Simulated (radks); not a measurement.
Problem. Species: Sr I. Configuration: [Kr] 5s2 (the NIST ground configuration). All-electron calculation, Dirac Kohn-Sham, PBE, spin-unpolarised, spherical densities, point nucleus; speed of light set to 13703.6 atomic units (100 times the physical value, a model run). Program: a radial shooting solver on a logarithmic mesh with Libxc functionals. Some entries of the table are withheld. Estimate them.

orbital  occ.  eigenvalue (eV)  <r> (bohr)
1s1/2       2        -15612.07     0.04018
2s1/2       2        -2084.085      0.1770
2p1/2       2              (1)         (2)
2p3/2       4              (3)         (4)
3s1/2       2        -321.3361      0.5034
3p1/2       2        -253.5046      0.5033
3p3/2       4        -253.5036      0.5033
3d3/2       4        -130.7659      0.4968
3d5/2       6        -130.7657      0.4968
4s1/2       2         -39.5981       1.384
4p1/2       2         -22.9407         (5)
4p3/2       4         -22.9406         (6)
5s1/2       2          -3.4788       4.398
4d3/2       0          -1.5525       3.335
4d5/2       0          -1.5525       3.335
5p1/2       0          -1.3387       5.887
5p3/2       0          -1.3387       5.887

Solution. 
(1) 2p1/2 eigenvalue (eV): -1898.731
(2) 2p1/2 <r> (bohr): 0.1523
(3) 2p3/2 eigenvalue (eV): -1898.725
(4) 2p3/2 <r> (bohr): 0.1523
(5) 4p1/2 <r> (bohr): 1.574
(6) 4p3/2 <r> (bohr): 1.574
